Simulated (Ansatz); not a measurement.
One change: `C[SiH](S)Cl` becomes `C[SiH](Cl)CF`.

Ansatz, PBE0-D4/def2-TZVP geometries, multiplicity 1. Each molecule was computed in one conformer, which needn't be the lowest.

```json
{"property": "size of the dipole moment (ωB97M-V/def2-TZVPP) / D", "`C[SiH](S)Cl`": "1.93"}
{"property": "size of the dipole moment (B3LYP/def2-TZVPP) / D", "`C[SiH](S)Cl`": "1.93"}
{"property": "LUMO energy (PBE0/def2-TZVPP) / eV", "`C[SiH](S)Cl`": "0.24"}
{"property": "HOMO energy (PBE0/def2-TZVPP) / eV", "`C[SiH](S)Cl`": "-7.71"}
{"property": "HOMO–LUMO gap (ωB97M-V/def2-TZVPP) / eV", "`C[SiH](S)Cl`": "11.99"}
{"property": "HOMO energy (ωB97M-V/def2-TZVPP) / eV", "`C[SiH](S)Cl`": "-9.90"}
```

Task: Give the same properties after the change, and the shifts. (Estimate.)

Result: The calculation gave: 
```
                                          property  `C[SiH](Cl)CF`  shift
size of the dipole moment (ωB97M-V/def2-TZVPP) / D            0.71  -1.22
  size of the dipole moment (B3LYP/def2-TZVPP) / D            0.71  -1.22
                LUMO energy (PBE0/def2-TZVPP) / eV            0.28   0.04
                HOMO energy (PBE0/def2-TZVPP) / eV           -8.48  -0.77
           HOMO–LUMO gap (ωB97M-V/def2-TZVPP) / eV           12.89   0.90
             HOMO energy (ωB97M-V/def2-TZVPP) / eV          -10.75  -0.85
```

Dipoles are sizes alone; their direction can turn.

B3LYP here is the variant with VWN-RPA as its local correlation; programs differ in this.
